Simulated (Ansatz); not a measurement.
Consider the substitution at a C–C bond: `FC(F)(F)COB(Cl)Cl` + H₂Te → `FC(F)(F)[TeH]` + `COB(Cl)Cl`.

Program: Ansatz. Geometries: PBE0-D4/def2-TZVP. ΔE: electronic, gas phase. CBS: MP2 limit from def2 TZ/QZ plus the TZ coupled-cluster correction, frozen cores. Functionals use def2-TZVPP. def2 core potentials past Kr. For Te outer-core shells are correlated without core-valence functions, which leaves a few kJ/mol of doubt a bond. Each species was taken in one conformer, which may not be the lowest.

| level | ΔE (kJ/mol) |
| --- | --- |
| r2SCAN-D4 | 36.9 |
| PBE-QIDH | 46.0 |
| MP2/def2-TZVPP | 42.6 |
| CCSD(T)/def2-TZVPP | 47.3 |

Task: What does CCSD(T)/CBS give? (Estimate.)

Result: Computed: +38.9 kJ/mol. The listed levels differ from it by -2.0, 7.1, 3.7, 8.4 kJ/mol.

Largest T1 diagnostic among the species: 0.012.

In def2-TZVPP, CCSD(T) changes the Hartree–Fock value by −12.2 kJ/mol (the triples alone add −3.3 kJ/mol) and MP2 by −16.9 kJ/mol. From BLYP to BHLYP (50 % exact exchange), in def2-TZVPP and without D4, ΔE moves by +25.6 kJ/mol. Leaving LDA and LC-ωPBE aside and taking each functional with its dispersion term where it has one, the values, not all of them listed here, spread over 23.6 kJ/mol, from BLYP-D4 to PBE-QIDH. LDA lies +16.3 kJ/mol from PBE without D4.
